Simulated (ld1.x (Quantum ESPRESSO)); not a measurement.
**platinum (Pt), TM semilocal: configuration errors across variants**

ld1.x (Quantum ESPRESSO) 7.5 input, shortened:

```
&input
   title='Pt', zed=78., rel=1, dft='PW91', iswitch=3,
   config='[Xe] 4f14 5d9 6s0 6p0'
 /
 &inputp
   pseudotype=1, tm=.true., lloc=0,
   nlcc=.false.
 /
3
5P  2  1   6.00   0.00  1.50  1.50  0.0
5D  3  2   9.00   0.00  2.15  2.15  0.0
5S  1  0   2.00   0.00  1.15  1.15  0.0
 &test
   configts(1)='5s2 5p6 5d9 6s0 6p0'
 /
```

All-electron excitation energies from the reference (eV): (1) 5s2 5p6 5d9 6s1 6p0 -9.272; (2) 5s2 5p6 5d8 6s0 6p0 20.043; (3) 5s2 5p6 5d7 6s0 6p0 52.340; (4) 5s2 5p6 5d9.5 6s0.5 6p0 -9.390; (5) 5s2 5p6 5d10 6s0 6p0 -9.282; (6) 5s2 5p6 5d8 6s2 6p0 -8.279; (7) 5s2 5p6 5d8 6s1 6p0 1.961.

A semilocal file is local in each channel, so a ghost entry of none says nothing of the separable form that plane-wave codes build from it.

Errors AE − PS in meV (a dash: test not solved or not reliable):

| change | (1) | (2) | (3) | (4) | (5) | (6) | (7) | bound ghosts |
| --- | --- | --- | --- | --- | --- | --- | --- | --- |
| base | +277 | -3.0 | -8.5 | +129 | -1.2 | +635 | +381 | none |
| all radii scaled by about 0.78 (s 0.90, p 1.16, d 1.68 bohr) | +127 | -1.0 | -2.8 | +60 | – | +291 | +175 | none |
| all radii scaled by about 0.85 (s 0.98, p 1.28, d 1.84 bohr) | +112 | -0.9 | -2.2 | +53 | +0.5 | +257 | +154 | none |
| all radii scaled by about 1.13 (s 1.30, p 1.70, d 2.42 bohr) | +776 | -8.4 | -20 | +361 | -6.9 | +1775 | +1063 | none |
| all radii scaled by about 1.20 (s 1.38, p 1.80, d 2.58 bohr) | +1154 | -11 | -23 | +538 | -11 | +2624 | +1569 | none |
| all radii scaled by about 1.40 (s 1.60, p 2.10, d 3.00 bohr) | +3262 | -17 | +9.8 | +1547 | -30 | +7158 | +4253 | none |

Give the same row for: all radii scaled by about 1.07 (s 1.22, p 1.60, d 2.30 bohr).

+418, -5.9, -15, +194, -4.0, +961, +576; bound ghosts: none.
